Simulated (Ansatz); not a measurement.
Input file for Ansatz (a quantum-chemistry and plane-wave program): R-CCSD(T)/cc-pVTZ on 1,1-difluoroethane (SMILES CC(F)F), a point of a torsion scan.

Ansatz 0.2 input:
```yaml
crystal:
  periodic: [false, false, false]
  atoms:
    - {symbol: C, position_ang: [-0.79030972, -0.12096903, -0.00692406]}
    - {symbol: C, position_ang: [0.71493379, 0.04989481, 0.01097173]}
    - {symbol: F, position_ang: [1.07518206, 1.21307902, -0.58903535]}
    - {symbol: F, position_ang: [1.18682919, 0.11552735, 1.27986248]}
    - {symbol: H, position_ang: [-1.17262952, 0.21080128, -0.96810131]}
    - {symbol: H, position_ang: [-1.05615206, -1.15830895, 0.16643872]}
    - {symbol: H, position_ang: [-1.22934065, 0.49942248, 0.77191060]}
    - {symbol: H, position_ang: [1.25966676, -0.75850073, -0.50259364]}
basis:
  gaussian:
    orbitals: cc-pVTZ
magnetization: {spin_polarized: false}
correlation: {method: ccsd_t, electrons: outside_noble_gas}
scf: {lower_state_search: off}
```

The head of its log:

```
WARN ansatz: RAYON_NUM_THREADS=1 ignored (pool sized by the plan → 1); use --threads N
Functional definition: HF
these checks for a lower state are left out or cut short: stability, starts, cluster_reference, orbital_swaps, neighbouring_geometries, increment
integrals: 0.56 GiB planned
1032 factors; integrals over basis functions are off by at most 9.0e-4 eV
mean field: 0.44 GiB planned
mean field evaluation 1: about -7536.3046 eV, gradient 3.5e1 eV
mean field evaluation 2: about -7536.4424 eV, gradient 3.5e1 eV
mean field evaluation 4: about -7538.9721 eV, gradient 3.4e0 eV
mean field evaluation 8: about -7539.0092 eV, gradient 1.9e-1 eV
mean field -7539.00937971 eV, -277.0534845803 hartree, gradient 2.6e-6 eV, S^2 0.000000; 0 other end points of the search recorded, 0 dependent functions left out
4 core orbitals not correlated
reference -7539.00937971 eV, -277.0534845803 hartree; 13, 13 occupied and 159, 159 virtual orbitals, 1032 factors
```

Task: What total energy does the run end on?

Result: -277.9486 hartree (reference determinant -277.0535, T1 diagnostic 0.010).
